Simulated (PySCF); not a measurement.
## Atomic charges against the basis set

C₆H₁₃NO.
Cartesian coordinates in Å at the PBE0-D3(BJ)/def2-SVP level; atoms count from 1:
```xyz
21
C6H13NO angstrom
C     -2.8624   -0.8458    0.0862
C     -1.4740   -0.3173    0.4069
C     -1.1720    1.0207   -0.2527
C      0.2263    1.5508    0.0431
N      1.2812    0.6937   -0.4402
C      2.0901   -0.0201    0.3950
C      3.0806   -0.9237   -0.3076
O      2.0157    0.0540    1.6054
H     -2.9949   -0.9932   -0.9982
H     -3.6458   -0.1458    0.4195
H     -3.0509   -1.8122    0.5779
H     -0.7144   -1.0525    0.0903
H     -1.3486   -0.2171    1.4985
H     -1.3112    0.9338   -1.3471
H     -1.9045    1.7767    0.0810
H      0.3819    1.6289    1.1295
H      0.3451    2.5628   -0.3810
H      1.3733    0.5562   -1.4381
H      3.7925   -1.3057    0.4329
H      3.6247   -0.3898   -1.1015
H      2.5570   -1.7759   -0.7689
```

PBE0 throughout (PySCF), one geometry, spherical d and f functions. The structure is a single PBE0-D3(BJ)/def2-SVP conformer in the gas phase; no vibrational or solvent corrections. The first 7 of 14 kinds of atom are listed.

Mulliken charges (e):

| basis | functions | C1 | C2 | C3 | C4 | N5 | C6 | C7 |
| --- | --- | --- | --- | --- | --- | --- | --- | --- |
| STO-3G | 53 | -0.231 | -0.140 | -0.141 | -0.061 | -0.324 | +0.225 | -0.261 |
| pcSseg-0 | 98 | -0.626 | -0.521 | -0.490 | -0.197 | -0.774 | +0.590 | -0.692 |
| 6-31G | 98 | -0.492 | -0.305 | -0.303 | -0.166 | -0.672 | +0.529 | -0.578 |
| 6-31G* | 138 | -0.525 | -0.312 | -0.322 | -0.197 | -0.617 | +0.579 | -0.643 |
| cc-pVDZ | 177 | -0.073 | -0.105 | -0.086 | +0.066 | -0.200 | +0.114 | -0.076 |
| def2-SVP | 177 | -0.062 | -0.113 | -0.096 | +0.114 | -0.258 | +0.099 | -0.075 |
| 6-311+G(2d,p) | 294 | -0.688 | -0.044 | -0.130 | -0.331 | -0.229 | +0.528 | -0.678 |
| aug-cc-pVDZ | 301 | +0.418 | +0.666 | +0.491 | +0.787 | -0.231 | +0.683 | +0.289 |
| def2-TZVP | 326 | -0.353 | -0.184 | -0.226 | -0.084 | -0.312 | +0.295 | -0.408 |

IAO charges (e):

```json
{"basis": "STO-3G", "functions": "53", "C1": "-0.391", "C2": "-0.254", "C3": "-0.259", "C4": "-0.175", "N5": "-0.271", "C6": "+0.217", "C7": "-0.440"}
{"basis": "pcSseg-0", "functions": "98", "C1": "-0.420", "C2": "-0.263", "C3": "-0.269", "C4": "-0.168", "N5": "-0.327", "C6": "+0.383", "C7": "-0.488"}
{"basis": "6-31G", "functions": "98", "C1": "-0.428", "C2": "-0.254", "C3": "-0.263", "C4": "-0.175", "N5": "-0.337", "C6": "+0.389", "C7": "-0.491"}
{"basis": "6-31G*", "functions": "138", "C1": "-0.408", "C2": "-0.242", "C3": "-0.251", "C4": "-0.154", "N5": "-0.346", "C6": "+0.432", "C7": "-0.476"}
{"basis": "cc-pVDZ", "functions": "177", "C1": "-0.407", "C2": "-0.242", "C3": "-0.251", "C4": "-0.154", "N5": "-0.345", "C6": "+0.429", "C7": "-0.476"}
{"basis": "def2-SVP", "functions": "177", "C1": "-0.397", "C2": "-0.237", "C3": "-0.246", "C4": "-0.150", "N5": "-0.338", "C6": "+0.425", "C7": "-0.465"}
{"basis": "6-311+G(2d,p)", "functions": "294", "C1": "-0.420", "C2": "-0.250", "C3": "-0.258", "C4": "-0.162", "N5": "-0.355", "C6": "+0.441", "C7": "-0.486"}
{"basis": "aug-cc-pVDZ", "functions": "301", "C1": "-0.418", "C2": "-0.248", "C3": "-0.256", "C4": "-0.161", "N5": "-0.354", "C6": "+0.440", "C7": "-0.484"}
{"basis": "def2-TZVP", "functions": "326", "C1": "-0.420", "C2": "-0.250", "C3": "-0.258", "C4": "-0.161", "N5": "-0.355", "C6": "+0.444", "C7": "-0.487"}
```

Q: Which scheme is steadiest as the basis changes?

A: Largest range over the bases for any column: IAO 0.23 e, Mulliken 1.19 e. IAO charges move least and Mulliken charges most, counted in e. Without the minimal STO-3G basis the ranges are IAO 0.06, Mulliken 1.19 e.

Q: How much do the charges still move between the two largest bases, aug-cc-pVDZ and def2-TZVP?

A: At most, over all atoms: Mulliken 0.871 e, IAO 0.004 e.

Q: What do the same runs give for the total energy, the frontier levels and the dipole moment?

A: 
| basis | energy (Eh) | HOMO (eV) | LUMO (eV) | μ (D) |
| --- | --- | --- | --- | --- |
| STO-3G | -361.4716 | -3.61 | 4.41 | 2.66 |
| pcSseg-0 | -365.1906 | -7.13 | 0.95 | 3.72 |
| 6-31G | -365.9280 | -6.94 | 1.08 | 3.75 |
| 6-31G* | -366.0277 | -6.88 | 1.23 | 3.50 |
| cc-pVDZ | -366.0564 | -6.93 | 1.10 | 3.42 |
| def2-SVP | -365.7741 | -7.04 | 1.02 | 3.53 |
| 6-311+G(2d,p) | -366.1436 | -7.24 | 0.03 | 3.63 |
| aug-cc-pVDZ | -366.0817 | -7.21 | -0.30 | 3.59 |
| def2-TZVP | -366.1717 | -7.20 | 0.69 | 3.59 |

The dipole is fixed by the density alone, so its range of 1.09 D shows that the density itself changes with the basis, not only its division among atoms.
